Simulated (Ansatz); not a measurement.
Geometry optimisation, RHF/def2-SVP (Ansatz).

The input (input.yaml):

```yaml
crystal:
  periodic: [false, false, false]
  atoms:
    - { symbol: B, position_ang: [0.137853, 0.597858, 0.025268] }
    - { symbol: O, position_ang: [-0.63534, -0.725401, 2.141028] }
    - { symbol: H, position_ang: [-1.376465, -1.2746, 1.932571] }
    - { symbol: H, position_ang: [1.255875, 0.179796, -0.098861] }
    - { symbol: H, position_ang: [-0.784371, 0.152201, -0.595983] }
    - { symbol: O, position_ang: [-0.107845, 1.702582, 0.805075] }
    - { symbol: C, position_ang: [0.9084, 2.374908, 1.493356] }
    - { symbol: H, position_ang: [1.680745, 1.68726, 1.839431] }
    - { symbol: H, position_ang: [1.367633, 3.129765, 0.853209] }
    - { symbol: H, position_ang: [0.472214, 2.878248, 2.355031] }
    - { symbol: H, position_ang: [-0.978799, 0.180884, 2.157675] }
basis:
  gaussian: { orbitals: def2-SVP }
hamiltonian:
  xc: hf
relax:
  f_tol: 0.03
  max_steps: 50
```

Launched with:

```bash
$ ansatz run input.yaml --threads 1 --pin off --max-ram 2048MiB --backend cpu --events-out ev --progress --plain --runs-dir out
```

Problem. Where does it end, and by what steps?

Solution. The forces met the threshold. The force dipped under the threshold on the way, but the program's further checks kept it going. After 25 steps the energy has fallen by 0.069 eV; H8 moved furthest, 0.66 Å.

```csv
step,energy less start (eV),largest force component (eV/Å),accepted
0,0.0000,1.231,yes
1,-0.0468,0.571,yes
2,-0.0101,1.001,no
3,-0.0572,0.225,yes
4,-0.0578,0.176,yes
5,-0.0574,0.265,no
6,-0.0598,0.060,yes
7,-0.0609,0.047,yes
8,-0.0611,0.131,yes
9,-0.0620,0.121,yes
10,-0.0631,0.038,yes
11,-0.0641,0.096,yes
12,-0.0647,0.102,yes
13,-0.0653,0.085,yes
14,-0.0662,0.092,yes
15,-0.0650,0.191,no
16,-0.0671,0.043,yes
17,-0.0675,0.134,yes
18,-0.0680,0.046,yes
19,-0.0684,0.025,yes
20,-0.0683,0.135,no
21,-0.0688,0.029,yes
22,-0.0684,0.153,no
23,-0.0692,0.012,yes
24,-0.0692,0.081,no
25,-0.0694,0.015,yes
```

```xyz
11
Properties=species:S:1:pos:R:3
B 0.246 0.583 0.023
O -0.881 -0.681 2.341
H -1.433 -1.324 1.922
H 1.339 0.081 0.026
H -0.661 0.105 -0.601
O 0.019 1.742 0.655
C 0.976 2.418 1.418
H 1.963 1.965 1.314
H 1.023 3.457 1.092
H 0.689 2.396 2.470
H -1.341 0.141 2.248
```

The run took 32 s on 1 thread of Arm Neoverse V2 (shared host), peak memory 0.15 GiB.
